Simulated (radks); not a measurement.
Valence configurations of S+ (all share [Ne]). Calculated with a radial shooting solver on a logarithmic mesh with Libxc functionals: scalar-relativistic Kohn-Sham, r2SCAN, spin-polarised, spherical densities, finite nucleus; open shells are filled with parallel spins first; meta-GGA in the generalised Kohn-Sham scheme; Fermi nuclear charge, rms radius 3.2611 fm. Energies are relative to 3s2 3p3; eigenvalues in eV for spin up.

valence      E (eV)  moment (Bohr magnetons)    e(3p)    e(3s)
3s2 3p3       0.000                        3  -18.461  -29.976
3p5          25.638                        1  -18.772        -
3s0.5 3p4.5  18.742                        2  -19.060  -30.723
3s1 3p4      11.018                        3  -19.223  -30.934
3s1.5 3p3.5   5.600                        3  -18.827  -30.438

NIST lists [Ne] 3s2 3p3 as the ground configuration; this level of theory agrees among the configurations tried. The energies are those of spherical high-spin densities, not of single terms.
